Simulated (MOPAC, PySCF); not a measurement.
H6AlN3, SMILES `[NH2][Al]([NH2])[NH2]`, neutral singlet in the gas phase. 

Cartesian coordinates (Å):
SMILES: [NH2][Al]([NH2])[NH2]
```xyz
10

N     -0.7222     1.6187     0.0320
Al     0.0001     0.0003    -0.0001
N      1.7404    -0.1888    -0.2783
N     -1.0182    -1.4297     0.2462
H     -1.7017     1.8149     0.1621
H     -0.2162     2.4829    -0.0769
H      2.3869     0.5648    -0.4479
H      2.2342    -1.0668    -0.2908
H     -2.0082    -1.4129     0.4311
H     -0.6951    -2.3835     0.2227
```
Charge 0, multiplicity 1.

All levels are single points at this geometry (r2SCAN-D4/def2-TZVP); Pople sets use spherical d functions. Orbital energies aren't observables, and empty levels follow the basis.

| level | HOMO (eV) | LUMO (eV) | gap (eV) | dipole (D) | vertical IE, Delta-SCF (eV) |
|---|---|---|---|---|---|
| PBE-D3(BJ)/def2-TZVP in PySCF | -5.25 | -0.50 | 4.75 | 0.00 | – |
| r2SCAN-D4/def2-TZVP in PySCF | -5.55 | 0.10 | 5.65 | 0.00 | – |
| BP86/6-31G* in PySCF | -4.83 | 0.04 | 4.87 | 0.00 | – |
| PBE/6-31G* in PySCF | -4.73 | 0.00 | 4.73 | 0.00 | – |
| HF/6-31G* in PySCF | -9.96 | 3.70 | 13.66 | 0.00 | 7.88 |
| PM6 in MOPAC | -8.61 | 2.81 | 11.42 | 0.00 | – |
